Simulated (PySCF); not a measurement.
# Bonds of Ga to H, F, Cl, Br, O

CCSD(T) in PySCF with def2-TZVPPD on every atom, for the lowest determinant that a PBE0 search found; no spin–orbit coupling. D0 is De less the harmonic zero-point energy.

```json
{"X": "H", "state of GaX": "singlet (closed shell)", "D0(GaX) (eV)": "2.90", "D0(X₂) (eV)": "4.43"}
{"X": "F", "state of GaX": "singlet (closed shell)", "D0(GaX) (eV)": "6.01", "D0(X₂) (eV)": "1.46"}
{"X": "Cl", "state of GaX": "singlet (closed shell)", "D0(GaX) (eV)": "4.75", "D0(X₂) (eV)": "2.30"}
{"X": "Br", "state of GaX": "singlet (closed shell)", "D0(GaX) (eV)": "4.32", "D0(X₂) (eV)": "2.07"}
{"X": "O", "state of GaX": "doublet (σ ↑)", "D0(GaX) (eV)": "4.15", "D0(X₂) (eV)": "4.85"}
```

Give the energy of Ga + X₂ → GaX + X at 0 K for each X.

H: 4.43 − 2.90 = +1.53 eV; F: 1.46 − 6.01 = -4.55 eV; Cl: 2.30 − 4.75 = -2.45 eV; Br: 2.07 − 4.32 = -2.25 eV; O: 4.85 − 4.15 = +0.70 eV (CCSD(T)/def2-TZVPPD; negative means exothermic).

Does an atom of Cl displace Br from GaBr?

GaBr + Cl → GaCl + Br has ΔE = 4.32 − 4.75 = -0.43 eV at CCSD(T)/def2-TZVPPD, so it is downhill.

Gas-phase diatomics only hint at surface chemistry, where an atom holds several bonds.

Correlated steps freeze the inner cores (0 to 18 orbitals); shallow outer-core shells are correlated. UHF and ROHF references stand side by side, which adds small steps between rows. Where the molecule has an RHF reference, its open-shell atoms are computed with UHF. The CCSD T1 diagnostic is raised in GaO, a sign that a single reference may not be enough there. States were picked by a PBE0 search and need not be the measured ground states.
